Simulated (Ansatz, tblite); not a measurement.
Cost and result up the ladder for TiClF3 (5 atoms). The state is a singlet with charge 0. Geometry: PBE-D4/def2-SVP.

```xyz
5

Ti    0.065   -0.037   -0.035
Cl   -1.650    0.953    0.901
F    -0.037   -1.757    0.209
F     1.544    0.548    0.668
F     0.079    0.293   -1.743
```

Ansatz on 4 threads of Arm Neoverse V2 on a shared host; xTB runs through tblite on one thread. Times are rough, summed over both states, and most runs start from the orbitals of an earlier one. No level here is sound enough to serve as a yardstick. The other state is a triplet.

The xTB rows come from tblite.

xTB has no spin-polarisation term.

```json
{"level": "GFN2-xTB", "functions": "30", "wall time": "0.009 s", "vertical triplet (eV)": "4.73"}
{"level": "GFN1-xTB", "functions": "30", "wall time": "0.013 s", "vertical triplet (eV)": "4.08"}
{"level": "PBE-D4/def2-TZVP", "functions": "175", "wall time": "10 s", "vertical triplet (eV)": "5.46"}
{"level": "r2SCAN-D4/def2-TZVP", "functions": "175", "wall time": "23 s", "vertical triplet (eV)": "5.47"}
```
